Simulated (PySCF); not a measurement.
CH4NO, charge +1. Atoms are numbered in the order given.

```xyz
7

N     -0.1881     1.1106     0.0000
C      0.4321    -0.0264     0.0000
O     -0.1072    -1.1908     0.0000
H     -1.1990     1.1974     0.0000
H      0.3447     1.9728     0.0000
H      1.5177    -0.0370     0.0000
H     -1.0815    -1.2226     0.0000
```
Charge +1, spin multiplicity 1.

The structure is a stationary point at B3LYP-D3(BJ)/def2-TZVP. The isomer is the one that the SMILES or the coordinates give; other isomers of the formula were not compared. Other conformers were not sampled.

Method: PySCF with SMD-ωB97X/def2-SVP.

Solvation free energies are E(SMD) − E(gas) at the gas-phase geometry, for 1 M in both phases.

```
solvent        ΔG(solv) (kcal/mol)  its non-electrostatic (CDS) part
-------------  -------------------  --------------------------------
water                        -75.1                               3.9
acetonitrile                   [?]                               [?]
cyclohexanone                -68.3                               0.7
```

Q: Fill in the missing entries. (Estimate from the structure and the level; the computed values follow.)

A: 
- acetonitrile, ΔG(solv) (kcal/mol): -72.4
- acetonitrile, its non-electrostatic (CDS) part: 1.0
